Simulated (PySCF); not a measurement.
H₈NSi₃, SMILES [SiH3]N([SiH3])[SiH2], multiplicity 2. Atoms are numbered in the order given.

```xyz
12

Si    -1.5649     0.9125    -0.0409
N     -0.0469     0.0144    -0.0047
Si     0.0170    -1.6839    -0.4803
Si     1.4492     0.8414     0.4406
H     -2.6656     0.0806     0.5502
H     -1.3590     2.1535     0.7792
H      0.8581    -1.8743    -1.6971
H     -1.3749    -2.1291    -0.7686
H      0.5918    -2.5153     0.6169
H      1.5070     1.1136     1.9054
H      1.5671     2.1366    -0.2880
H      2.5854    -0.0476     0.0629
```
Charge 0, spin multiplicity 2.

Coordinates come from a B3LYP-D3(BJ)/def2-SVP optimisation. The isomer is the one that the SMILES or the coordinates give; other isomers of the formula were not compared.

Method: TDA-PBE/def2-SVPD (PySCF 2.14.0).

Vertical excitations. Isolated molecule, no solvent.

Computed UV-visible absorptions:
| state | energy (eV) | λ (nm) | f | main pairs |
|---|---|---|---|---|
| root 1 | 3.35 | 370 | 0.005 | α HOMO→LUMO 97 % |
| root 2 | 3.76 | 330 | 0.049 | β HOMO→LUMO 94 % |
| root 3 | 4.48 | 277 | 0.023 | α HOMO→LUMO+1 99 % |
| root 4 | 4.68 | 265 | 0.015 | α HOMO→LUMO+2 97 % |
| root 5 | 4.70 | 264 | 0.001 | α HOMO→LUMO+3 96 % |
| root 6 | 4.84 | 256 | 0.016 | α HOMO→LUMO+4 96 % |
| root 7 | 4.88 | 254 | 0.003 | β HOMO−1→LUMO 95 % |
| root 8 | 5.00 | 248 | 0.004 | α HOMO→LUMO+5 97 % |
| root 9 | 5.12 | 242 | 0.005 | α HOMO→LUMO+6 42 %, α HOMO→LUMO+7 24 %, β HOMO−2→LUMO 28 % |
| root 10 | 5.14 | 241 | 0.002 | α HOMO→LUMO+6 24 %, β HOMO−2→LUMO 68 % |
Unrestricted roots are not spin-pure.
